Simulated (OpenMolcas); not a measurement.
Re4+ (d3) among equal point charges was computed by CASSCF with the d shell active (OpenMolcas, ANO-RCC-VDZP on the metal). Its lowest spin-free states, and all those of the highest spin:

```csv
2S+1,Degeneracy,E (cm-1)
4,1,0.0
4,2,5756
4,1,12542
2,1,13874
2,1,14517
2,1,15058
2,2,15315
2,2,16948
2,1,18381
2,1,20229
4,2,20556
2,2,21410
4,1,27862
4,1,34881
4,2,48042
```

Q: Is the site octahedral, tetrahedral or cube-like, axial, or of lower symmetry?

A: The states with 2S+1 = 4 have orbital degeneracies 1, 2, 1, 2, 1, 1, 2. There are pairs but no triples, so the site is axial: not cubic, but with a proper or improper axis of order three or more. The run had Re4+ among 5 point charges of -2 e arranged as a square pyramid (C4v), 1.92 Å from the ion, with the axial distance 2.074 Å.

Spin-orbit coupling mixes the spin-free states strongly: the lowest level takes only 62 % from its leading state, 2S+1 = 4. Without dynamic correlation the repulsion within the d shell is too large (B by tens of per cent), so at a given field states of lower spin stand too high. Point charges carry no covalency, so the field is a model and not that of real ligands. An unlabelled pair can be two single states that coincide in this model. No measured value stands beside these numbers.
